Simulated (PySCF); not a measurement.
UHF on C+ (carbon, charge +1)

Configuration: [He] 2s2 2p1, 2P determinant. All numbers are calculated (PySCF 2.14, scalar relativity by spin-free X2C-1e, in cc-pVTZ-DK).

| Quantity | Value |
| --- | --- |
| Total energy | -37.309855 hartree |
| One-electron energy | -47.5900 hartree |
| Hartree (Coulomb) energy | 15.0292 hartree |
| Exchange energy | -4.7490 hartree |
| ⟨S²⟩ | 0.7566 |
| ⟨L²⟩ | 2.017 |
| Sum of ⟨r⟩ | 4.963 bohr |
| Sum of ⟨r²⟩ | 8.103 bohr² |
| Traceless quadrupole moment −½Σ⟨3z² − r²⟩ along its main axis | -1.09 e·bohr² |
| Langevin diamagnetic susceptibility | -6.42 ×10⁻⁶ cm³/mol |
| Time after the integrals | 0.11 s of wall time on 1 thread of Intel(R) Xeon(R) Platinum 8488C (shared host) |

| shell | electrons | mean orbital energy (hartree) | rms radius, mean of both spins (bohr) |
| --- | --- | --- | --- |
| 1s α | 1 | -11.91659 | 0.311 |
| 1s β | 1 | -11.88670 | 0.311 |
| 2s α | 1 | -1.22478 | 1.62 |
| 2s β | 1 | -1.08818 | 1.62 |
| 2p α | 1 | -0.91343 | 1.64 |
